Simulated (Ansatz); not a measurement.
Consider the cleavage of the B–Si bond: `O[SiH2]B(O)F` + HBr → `OB(F)Br` + `O[SiH3]`.

Calculated with Ansatz (gas phase, PBE0-D4/def2-TZVP geometries, no zero-point term in ΔE). CCSD(T)/CBS adds triple-zeta CCSD(T) − MP2 to the extrapolated MP2 energy (def2 sets, frozen cores). Functionals use def2-TZVPP. For Br outer-core shells are correlated without core-valence functions, which leaves a few kJ/mol of doubt a bond. Scalar relativity is left out up to krypton. Each species was taken in one conformer, which may not be the lowest.

`O[SiH2]B(O)F`:

```xyz
9

O    -2.139    0.076    0.249
Si   -0.722    0.707   -0.324
B     0.848   -0.510    0.119
O     2.052   -0.349   -0.463
F     0.697   -1.487    1.027
H    -2.104   -0.381    1.090
H    -0.894    0.863   -1.790
H    -0.456    2.059    0.250
H     2.717   -0.978   -0.158
```

HBr:

Cartesian coordinates in Å:
```
Br -0.418 0.014 -0.574
H 0.418 -0.014 0.574
```

`OB(F)Br`:

```xyz
5

O     0.170   -0.720    0.807
B     0.141   -0.060   -0.358
F     0.749   -0.577   -1.402
Br   -0.764    1.632   -0.565
H    -0.296   -0.275    1.519
```

`O[SiH3]`:

Cartesian coordinates in Å:
```
O -0.739 -0.502 0.919
Si 0.222 -0.013 -0.327
H -1.030 0.160 1.546
H -0.459 0.998 -1.182
H 0.511 -1.230 -1.119
H 1.494 0.586 0.163
```

| species | revPBE energy (Eh) |
| --- | --- |
| `O[SiH2]B(O)F` | -567.16344 |
| HBr | -2574.53871 |
| `OB(F)Br` | -2774.62702 |
| `O[SiH3]` | -367.10867 |

Q: Work out ΔE.

A: ΔE = (-2774.62702) + (-367.10867) − (-567.16344) − (-2574.53871) = -0.03354 Eh = -88.1 kJ/mol. CCSD(T)/CBS gives -96.6 kJ/mol.

Largest T1 diagnostic among the species: 0.013.

From BLYP to BHLYP (50 % exact exchange), in def2-TZVPP and without D4, ΔE moves by −9.6 kJ/mol. Leaving LDA and LC-ωPBE aside and taking each functional with its dispersion term where it has one, the values, not all of them listed here, spread over 13.4 kJ/mol, from r2SCAN0-D4 to PBE-D4.
